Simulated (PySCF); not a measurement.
**Worked example: chemical shift, span and skew from a shielding tensor**

Si(F)2(H)(nPr) (C3H8F2Si), SMILES CCC[SiH](F)F. Atoms are numbered in the order given.

```xyz
14

Si     0.6692     0.6203    -0.1675
F      1.9091     1.2966     0.6541
F      1.3063    -0.5486    -1.1174
C     -0.5037    -0.1716     1.0529
C     -1.4741    -1.2059     0.4520
C     -2.4347    -0.6221    -0.5868
H      0.1093     1.6751    -1.0661
H      0.1346    -0.6365     1.8361
H     -1.0631     0.6444     1.5643
H     -0.8843    -2.0265    -0.0096
H     -2.0577    -1.6748     1.2731
H     -3.0332     0.2118    -0.1635
H     -3.1439    -1.3887    -0.9578
H     -1.8937    -0.2243    -1.4715
```
Charge 0, spin multiplicity 1.

Coordinates come from a PBE-D3(BJ)/def2-SVP optimisation. Other conformers were not sampled.

GIAO shieldings from KT2/pcSseg-1 run with PySCF, non-relativistic, no solvent. The symmetric part of the tensor of F2 has the principal values 213.8, 344.7, 364.1 ppm. The same nucleus in CFCl3 has σ = 127.1 ppm at this level (PySCF, at its B3LYP-D3(BJ)/def2-TZVP geometry).

Work out the isotropic shielding, the ¹⁹F shift against CFCl3, the span and the skew.


σ(iso) = (σ11 + σ22 + σ33)/3 = 307.5 ppm. δ = σ(ref) − σ(iso) = 127.1 − (307.5) = -180.4 ppm.
Span Ω = σ33 − σ11 = 150.3 ppm. Skew κ = 3(σ(iso) − σ22)/Ω = -0.74. Tumbling in solution averages the tensor to δ; in a static solid the shielding alone would spread this spin-1/2 line over Ω.
